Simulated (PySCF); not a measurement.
# Br: electron affinity

Br⁻ [Kr] → Br [Ar] 3d10 4s2 4p5 [4p1/2^2 4p3/2^3, M_J = 3/2], as a difference of total energies. Computed with PySCF 2.14 in x2c-SVPall-2c with one added diffuse shell each of s, p, d type (6s7p4d, 47 functions), with the two-component X2C-1e Hamiltonian. Correlated levels: [Ne] frozen. "Screened" scales the spin-orbit matrix elements by Boettger's factors to mimic the two-electron term; Breit and QED terms are absent.

Q: Order these methods by the electron affinity they give, lowest first.
A. GMP2 (spin-free)
B. GMP2 (screened spin-orbit)
C. GHF (spin-free)
D. GHF (screened spin-orbit)

A: D (2.378 eV), C (2.530 eV), B (3.240 eV), A (3.391 eV).

The spin-free rows lack the spin-orbit shift.

Errors of the correlated levels include the incompleteness of this basis and the frozen core.

For comparison: 3.364 eV (measured; photodetachment measurements, as compiled on the Wikipedia data page of electron affinities).
